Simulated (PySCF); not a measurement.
Isomers of C6H10OSi. Method used: TDDFT CAM-B3LYP/def2-SVPD, vertical, gas phase, core orbitals frozen in the response (PySCF 2.14.0, density-fitted response routines). Geometries: GFN2-xTB; one conformer of each isolated species. Triplets are in the Tamm–Dancoff approximation.

A. `C=C[SiH2]OC1=CCC1`
B. `C=C/C=C\C=C/O[SiH3]`
C. `CC#C[Si@H]1CCCO1`
D. `C#CC[C@H]1CCO[SiH2]1`

Lowest singlet levels (six at most, fewer where fewer were computed) with oscillator strengths:

1. 211 nm (f 0.003); 200 nm (f 0.003); 196 nm (f 0.004); 173 nm (f 0.021); 171 nm (f 0.024); 168 nm (f 0.015); T1 5.02 eV
2. 204 nm (f 0.004); 203 nm (f 0.117); 190 nm (f 0.000); 183 nm (f 0.002); 177 nm (f 0.017); 177 nm (f 0.463); T1 4.28 eV
3. 186 nm (f 0.000); 180 nm (f 0.004); 180 nm (f 0.003); 176 nm (f 0.002); 169 nm (f 0.034); 165 nm (f 0.041); T1 5.52 eV
4. 267 nm (f 1.084); 227 nm (f 0.002); 205 nm (f 0.038); 204 nm (f 0.011); 199 nm (f 0.005); 190 nm (f 0.020); T1 2.49 eV

Question: Which spectrum belongs to which structure?

Answer: 1 = C, 2 = A, 3 = D, 4 = B.
- A: S1 at 6.07 eV, HOMO→LUMO+1 (64%), HOMO→LUMO+2 (26%); Löwdin shares by element: HOMO carbon 65% or more, oxygen 17% (atoms not listed hold the other 18%); LUMO carbon 63% or more, silicon 12%, hydrogen 6% or more (atoms not listed hold the other 19%); HOMO -7.72 and LUMO 0.55 eV.
- B: S1 at 4.65 eV, HOMO→LUMO (98%); Löwdin shares by element: HOMO carbon 61% or more (atoms not listed hold the other 39%); LUMO carbon 64% or more (atoms not listed hold the other 36%); HOMO -6.99 and LUMO -0.15 eV; point group Cs.
- C: S1 at 5.88 eV, HOMO→LUMO (54%), HOMO-1→LUMO (23%); Löwdin shares by element: HOMO carbon 61% or more, oxygen 10% (atoms not listed hold the other 29%); LUMO carbon 35% or more, silicon 25%, oxygen 8% (atoms not listed hold the other 33%); HOMO -8.82 and LUMO 1.05 eV.
- D: S1 at 6.65 eV, HOMO→LUMO+6 (24%), HOMO-1→LUMO+7 (10%); Löwdin shares by element: HOMO carbon 76% or more, silicon 5% (atoms not listed hold the other 19%); LUMO hydrogen 32% or more, silicon 29% (atoms not listed hold the other 39%); HOMO -9.11 and LUMO 1.01 eV.
